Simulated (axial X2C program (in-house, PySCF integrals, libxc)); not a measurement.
## Worked dissociation energy of KAs: MP2, without spin–orbit coupling

Calculated with an in-house all-electron X2C program for linear molecules (integrals from PySCF). Spin-free means the one-electron spin-free X2C Hamiltonian. Basis: As dyall-cv3z [9s9p6d4f1g], K dyall-cv3z [11s12p6d3f] (cores contracted in-house); Gaussian nuclei, density fitting, unrestricted open shells. Masses: As 74.922 u, K 38.964 u.

Molecular state: M_S = 1, Λ = 0 (beyond evenly filled blocks: π+α, π-α).

Correlated methods: 14 electrons correlated (number of frozen shells: As 3 s, 2 p, 1 d; K 2 s, 1 p), 272 virtual spin orbitals or spinors in MP2.

```
E(As) (2M_S = 3, M_L = 0) : -2259.160626 hartree
E(K) (2M_S = 1, M_L = 0)  : -601.698467 hartree
E(KAs) at Re              : -2860.892634 hartree
ωe                        : 169.8 cm⁻¹
ωexe                      : 0.514 cm⁻¹
```

**Question.** Work out De and D0.

**Answer.** De = -2259.160626 + (-601.698467) − (-2860.892634) = 0.03354 hartree = 0.913 eV. The zero-point energy is ωe/2 − ωexe/4 = 85 cm⁻¹ = 0.011 eV, so D0 = 0.902 eV.

One determinant describes the state; a PBE0 search over occupations chose it and may have missed a lower one. Dissociation energies refer to the lowest single-determinant-based atoms at the same level and basis. Other states lie close and PBE0, whose exact exchange favours high spin, may order them wrongly; the determinant shown need not be the ground state. The nearest other spin-free determinant of the search, M_S = 0, Λ = 2, lies 0.90 eV up at the distance of the search.

Each atomic determinant is the lowest at this level and need not be a pure term. Totals compare only within one Hamiltonian and basis.
